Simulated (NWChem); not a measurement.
C4H4F2; SMILES C=C=CC(F)F

```xyz
10

C      0.2779     2.7905     0.0000
C     -0.1771     1.5663     0.0000
C     -0.6194     0.3339     0.0000
C      0.2875    -0.8542     0.0000
F      0.0435    -1.6226    -1.0870
F      0.0435    -1.6226     1.0870
H      0.4728     3.3212    -0.9377
H      0.4728     3.3212     0.9377
H     -1.6945     0.1169     0.0000
H      1.3538    -0.5715     0.0000
```
Atoms are numbered in this order, from 1.

Program: NWChem. Geometry: optimised at PBE0/def2-SVP. Level B3LYP/def2-SVP: energy and gradient on several grids; changes count from the extra-fine grid, which is no exact limit either.

**Question.** Which is the coarsest grid (medium; coarse; xfine; fine; xcoarse) from which on the energy stays within 500 μHa and each gradient component within 500 μHa/bohr of xfine?

**Answer.** coarse.
| grid | size of the energy change (μHa) | largest change of a gradient component (μHa/bohr) | time, medium = 1 (rough) |
|---|---|---|---|
| xcoarse | 9000 | 5000 | about 1 |
| coarse | < 10 | 70 | about 1 |
| medium | < 10 | < 30 | about 1 |
| fine | < 10 | < 30 | about 1 |
| xfine | < 10 | < 30 | 3 |
